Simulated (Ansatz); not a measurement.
Two isomers of CH8N2SSi: A = `C[Si](N)(N)S`, B = `CN[SiH](N)S`.

Computed with Ansatz on PBE0-D4/def2-TZVP structures; ΔE is electronic, products minus reactants. CCSD(T)/CBS adds triple-zeta CCSD(T) − MP2 to the extrapolated MP2 energy (def2 sets, frozen cores). DFT in def2-TZVPP. B3LYP here is the variant with VWN-RPA as its local correlation; programs differ in this. Each species was taken in one conformer, which may not be the lowest.

**Question.** Which is lower in electronic energy at CCSD(T)/CBS, and by how much? (An estimate is asked.)

**Answer.** Ansatz gave: A, by 88.3 kJ/mol.

**Question.** Give E(B) − E(A) in kJ/mol with B3LYP, MP2/def2-TZVPP, PBE-D4, B2PLYP, r2SCAN-D4, CCSD/def2-TZVPP, HF/def2-TZVPP. (Best estimate.)

**Answer.** Computed: B3LYP 80.5, MP2/def2-TZVPP 90.1, PBE-D4 84.4, B2PLYP 84.0, r2SCAN-D4 90.0, CCSD/def2-TZVPP 84.7, HF/def2-TZVPP 77.2. None reverses the order clearly.

Largest T1 diagnostic: 0.010.

In def2-TZVPP, CCSD(T) changes the Hartree–Fock value by +8.4 kJ/mol (the triples alone add +0.9 kJ/mol) and MP2 by +12.9 kJ/mol. The D4 term adds +3.3 kJ/mol with B3LYP and +1.7 kJ/mol with PBE0; it sums over pairs of atoms, weighted by their polarisabilities, and B3LYP, whose exchange is more repulsive, gets the larger term.
